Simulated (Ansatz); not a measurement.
doublet BeF: levels of theory in one basis

```yaml
atoms:
  - { symbol: Be, position_ang: [0.0000, 0.0000, 0.0000] }
  - { symbol: F, position_ang: [0.0000, 0.0000, 1.4971] }
```

Basis set: def2-SVP (spherical functions). Correlated methods keep 1 orbital frozen. Correlation on ROHF uses semicanonical orbitals with singles. Charge 0, multiplicity 2.

Computed with Ansatz (development build ahead of 0.2.0); each method stands on the lowest determinant of its kind that the runs found.

```csv
method,E − E(ROHF) (eV),<S²> of the determinant
ROHF,0.00,0.75
UHF,-0.01,0.75
ROHF-MP2,-5.66,–
UHF-MP2,-5.67,0.75
```

What does ROHF-CCSD(T) give on the same scale?

-5.80 eV.
